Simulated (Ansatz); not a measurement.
Level of theory: PBE0-D3(BJ)/def2-TZVP run with Ansatz (a program for electronic structure). No frequencies were computed at this level.

Ansatz 0.2 input:
```yaml
crystal:
  periodic: [false, false, false]
  atoms:
    - { symbol: C, position_ang: [-0.752426, -1.09068, 0.406543] }
    - { symbol: Si, position_ang: [-0.321992, 0.555411, 0.002346] }
    - { symbol: C, position_ang: [1.411203, 0.88974, -0.568768] }
    - { symbol: N, position_ang: [2.484482, 1.089829, -0.92011] }
    - { symbol: H, position_ang: [-1.736317, -1.365093, 0.74545] }
    - { symbol: H, position_ang: [-0.045034, -1.899378, 0.331258] }
    - { symbol: H, position_ang: [-1.039916, 1.820171, 0.003281] }
basis:
  gaussian: { orbitals: def2-tzvp }
hamiltonian:
  xc: pbe0
  dispersion: d3bj
relax:
  max_steps: 150
```

Output:

```
Functional definition: PBE0
915 factors; their error is unknown
mean field evaluation 1: about -11471.1093 eV, gradient 6.8e1 eV
mean field evaluation 2: about -11447.8751 eV, gradient 1.1e2 eV
mean field evaluation 4: about -11481.7781 eV, gradient 1.3e1 eV
mean field evaluation 8: about -11482.1637 eV, gradient 1.1e-1 eV
mean field evaluation 16: about -11482.2004 eV, gradient 2.6e-3 eV
mean field -11482.20042480 eV, -421.9630826963 hartree, gradient 4.5e-5 eV, S^2 0.000000; 0 other end points of the search recorded, 0 dependent functions left out
reference -11482.20045209 eV, -421.9630836993 hartree; 18, 18 occupied and 130, 130 virtual orbitals, 915 factors
relax step   1: F+E_penalty+E_count = -11482.32904501 eV  Δ(F+E_penalty+E_count) = +0.000e0 eV  max|allowed force component| = 1.802e0 eV/Å  Δτ_max = 0.0000 Å  (29 SCF iters, accepted)
these checks for a lower state are left out or cut short: starts, cluster_reference, orbital_swaps, neighbouring_geometries, increment
915 factors; their error is unknown
mean field -11482.28029746 eV, -421.9660179626 hartree, gradient 2.6e-5 eV, S^2 0.000000; 0 other end points of the search recorded, 0 dependent functions left out
reference -11482.28032475 eV, -421.9660189653 hartree; 18, 18 occupied and 130, 130 virtual orbitals, 915 factors
relax step   2: F+E_penalty+E_count = -11482.40945313 eV  Δ(F+E_penalty+E_count) = -8.041e-2 eV  max|allowed force component| = 7.330e-1 eV/Å  Δτ_max = 0.0743 Å  (32 SCF iters, accepted)
these checks for a lower state are left out or cut short: starts, cluster_reference, orbital_swaps, neighbouring_geometries, increment
915 factors; their error is unknown
mean field evaluation 32: about -11482.2932 eV, gradient 2.6e-5 eV
mean field -11482.29324808 eV, -421.9664938892 hartree, gradient 2.6e-5 eV, S^2 0.000000; 0 other end points of the search recorded, 0 dependent functions left out
reference -11482.29327535 eV, -421.9664948911 hartree; 18, 18 occupied and 130, 130 virtual orbitals, 915 factors
relax step   3: F+E_penalty+E_count = -11482.42278325 eV  Δ(F+E_penalty+E_count) = -1.333e-2 eV  max|allowed force component| = 5.642e-2 eV/Å  Δτ_max = 0.0376 Å  (32 SCF iters, accepted)
these checks for a lower state are left out or cut short: starts, cluster_reference, orbital_swaps, neighbouring_geometries, increment
915 factors; their error is unknown
mean field -11482.29356318 eV, -421.9665054689 hartree, gradient 2.6e-5 eV, S^2 0.000000; 0 other end points of the search recorded, 0 dependent functions left out
reference -11482.29359046 eV, -421.9665064713 hartree; 18, 18 occupied and 130, 130 virtual orbitals, 915 factors
relax step   4: F+E_penalty+E_count = -11482.42300011 eV  Δ(F+E_penalty+E_count) = -2.169e-4 eV  max|allowed force component| = 4.077e-2 eV/Å  Δτ_max = 0.0123 Å  (32 SCF iters, accepted)
these checks for a lower state are left out or cut short: starts, cluster_reference, orbital_swaps, neighbouring_geometries, increment
915 factors; their error is unknown
mean field -11482.29400278 eV, -421.9665216239 hartree, gradient 2.5e-5 eV, S^2 0.000000; 0 other end points of the search recorded, 0 dependent functions left out
reference -11482.29403008 eV, -421.9665226268 hartree; 18, 18 occupied and 130, 130 virtual orbitals, 915 factors
relax step   5: F+E_penalty+E_count = -11482.42337157 eV  Δ(F+E_penalty+E_count) = -3.715e-4 eV  max|allowed force component| = 3.372e-2 eV/Å  Δτ_max = 0.0147 Å  (32 SCF iters, accepted)
these checks for a lower state are left out or cut short: starts, cluster_reference, orbital_swaps, neighbouring_geometries, increment
915 factors; their error is unknown
mean field -11482.29429860 eV, -421.9665324948 hartree, gradient 2.6e-5 eV, S^2 0.000000; 0 other end points of the search recorded, 0 dependent functions left out
reference -11482.29432591 eV, -421.9665334984 hartree; 18, 18 occupied and 130, 130 virtual orbitals, 915 factors
relax step   6: F+E_penalty+E_count = -11482.42355537 eV  Δ(F+E_penalty+E_count) = -1.838e-4 eV  max|allowed force component| = 2.283e-2 eV/Å  Δτ_max = 0.0109 Å  (32 SCF iters, accepted)
these checks for a lower state are left out or cut short: starts, cluster_reference, orbital_swaps, neighbouring_geometries, increment
915 factors; their error is unknown
mean field -11482.29428146 eV, -421.9665318651 hartree, gradient 2.6e-5 eV, S^2 0.000000; 0 other end points of the search recorded, 0 dependent functions left out
reference -11482.29430877 eV, -421.9665328688 hartree; 18, 18 occupied and 130, 130 virtual orbitals, 915 factors
relax step   7: F+E_penalty+E_count = -11482.42356467 eV  Δ(F+E_penalty+E_count) = -9.299e-6 eV  max|allowed force component| = 9.157e-3 eV/Å  Δτ_max = 0.0039 Å  (32 SCF iters, accepted)
915 factors; their error is unknown
mean field evaluation 64: about -11482.2942 eV, gradient 2.8e-1 eV
mean field -11482.29428146 eV, -421.9665318651 hartree, gradient 2.6e-5 eV, S^2 0.000000; 1 other end points of the search recorded, 0 dependent functions left out
reference -11482.29430877 eV, -421.9665328688 hartree; 18, 18 occupied and 130, 130 virtual orbitals, 915 factors
Total energy: -11482.42359198 eV, -421.9712839392 hartree
Atom 0 at    -0.742089    -1.055551     0.397483 Å, force    -0.000147     0.003763    -0.000692 eV/Å
Atom 1 at    -0.275443     0.521652    -0.005596 Å, force     0.003747    -0.006866     0.000030 eV/Å
Atom 2 at     1.426495     0.864743    -0.568690 Å, force    -0.003507     0.009157    -0.000672 eV/Å
Atom 3 at     2.495055     1.108341    -0.927153 Å, force     0.001797    -0.005599     0.000588 eV/Å
Atom 4 at    -1.746074    -1.284832     0.733992 Å, force     0.003531     0.000063    -0.000885 eV/Å
Atom 5 at    -0.053253    -1.888910     0.332714 Å, force    -0.001915    -0.004364     0.001250 eV/Å
Atom 6 at    -1.104692     1.734558     0.037250 Å, force    -0.003507     0.003846     0.000381 eV/Å
Dipole moment:    -0.618762    -0.043222     0.191103 e Å
```

Cost: very roughly 27 core-seconds.
